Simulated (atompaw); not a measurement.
Reading a pseudo-wave (molybdenum)

Columns: radius, all-electron u(r) and pseudo u(r) of the 4d shell (level -20.83 eV) of molybdenum in the configuration [Ar] 3d10 4s2 4p6 4d4 5s0 5p0; PBE, scalar-relativistic, PAW (atompaw) scheme, atompaw 4.2.0.5.

```json
{"r (bohr)": "0.106", "all-electron": "-0.1527", "pseudo": "0.0027"}
{"r (bohr)": "0.212", "all-electron": "-0.3544", "pseudo": "0.0204"}
{"r (bohr)": "0.317", "all-electron": "-0.3542", "pseudo": "0.0640"}
{"r (bohr)": "0.423", "all-electron": "-0.2041", "pseudo": "0.1387"}
{"r (bohr)": "0.529", "all-electron": "0.0054", "pseudo": "0.2413"}
{"r (bohr)": "0.635", "all-electron": "0.2164", "pseudo": "0.3618"}
{"r (bohr)": "0.740", "all-electron": "0.3993", "pseudo": "0.4851"}
{"r (bohr)": "0.846", "all-electron": "0.5476", "pseudo": "0.5994"}
{"r (bohr)": "0.952", "all-electron": "0.6581", "pseudo": "0.6919"}
{"r (bohr)": "1.058", "all-electron": "0.7337", "pseudo": "0.7568"}
{"r (bohr)": "1.163", "all-electron": "0.7793", "pseudo": "0.7937"}
{"r (bohr)": "1.269", "all-electron": "0.8016", "pseudo": "0.8083"}
{"r (bohr)": "1.375", "all-electron": "0.8053", "pseudo": "0.8069"}
{"r (bohr)": "1.481", "all-electron": "0.7950", "pseudo": "0.7950"}
{"r (bohr)": "1.587", "all-electron": "0.7746", "pseudo": "0.7746"}
{"r (bohr)": "1.692", "all-electron": "0.7473", "pseudo": "0.7473"}
{"r (bohr)": "1.798", "all-electron": "0.7149", "pseudo": "0.7149"}
{"r (bohr)": "1.904", "all-electron": "0.6795", "pseudo": "0.6795"}
{"r (bohr)": "2.010", "all-electron": "0.6423", "pseudo": "0.6423"}
{"r (bohr)": "2.115", "all-electron": "0.6048", "pseudo": "0.6048"}
{"r (bohr)": "2.221", "all-electron": "0.5669", "pseudo": "0.5669"}
{"r (bohr)": "2.327", "all-electron": "0.5297", "pseudo": "0.5297"}
{"r (bohr)": "2.433", "all-electron": "0.4935", "pseudo": "0.4935"}
{"r (bohr)": "2.538", "all-electron": "0.4589", "pseudo": "0.4589"}
{"r (bohr)": "2.644", "all-electron": "0.4255", "pseudo": "0.4255"}
{"r (bohr)": "2.750", "all-electron": "0.3938", "pseudo": "0.3938"}
```

How many radial nodes do the two functions have?

The all-electron 4d function has n − l − 1 = 1; the pseudo-wave has 0, since the states of the same l below it are removed with the core.

At about which radius was the pseudo-wave matched?

1.50 bohr, where the columns begin to agree (steps of 0.11 bohr).

Where does each function peak?

Outermost all-electron maximum near 1.38 bohr, pseudo maximum near 1.27 bohr (to the table’s step).

Is the pseudo-wave norm-conserving?

No, it belongs to a PAW set: the norm inside the radius is not constrained, and the difference is carried by the augmentation charge.
